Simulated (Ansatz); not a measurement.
```yaml
crystal:
  periodic: [false, false, false]
  atoms:
    - {symbol: Sb, position_ang: [-1.047546, 0.372206, -0.531305]}
    - {symbol: Sb, position_ang: [1.047546, -0.372206, 0.531305]}
basis:
  gaussian: {orbitals: def2-TZVP, final_grid: {core_spheres: 5, valence_spheres: 4, degree: 11}}
total_charge: -2
hamiltonian: {xc: {name: r2SCAN50}}
```

```sh
$ ansatz run in.yaml --threads 2 --pin off --events-out ev --progress --plain --max-ram 32768MiB --backend cpu
```

Shortened log:

```
Functional definition: r2SCAN50
940 factors; their error is unknown
mean field evaluation 1: about -13071.2656 eV, gradient 3.3e1 eV
mean field evaluation 2: about -13071.2735 eV, gradient 3.8e1 eV
mean field evaluation 4: about -13073.9215 eV, gradient 5.9e-1 eV
mean field evaluation 8: about -13074.6519 eV, gradient 1.1e-1 eV
mean field evaluation 16: about -13074.6520 eV, gradient 2.6e-5 eV
mean field -13074.65196718 eV, -480.4845974766 hartree, gradient 2.6e-5 eV, S^2 0.000000; 0 other end points of the search recorded, 0 dependent functions left out
reference -13074.65197307 eV, -480.4845976929 hartree; 24, 24 occupied and 76, 76 virtual orbitals, 940 factors
Total energy: -13074.65197307 eV, -480.4845976929 hartree
```

In this input the charge is far from anything that the molecule holds. Self-consistency was reached. The result belongs to that input, not to the molecule as meant.
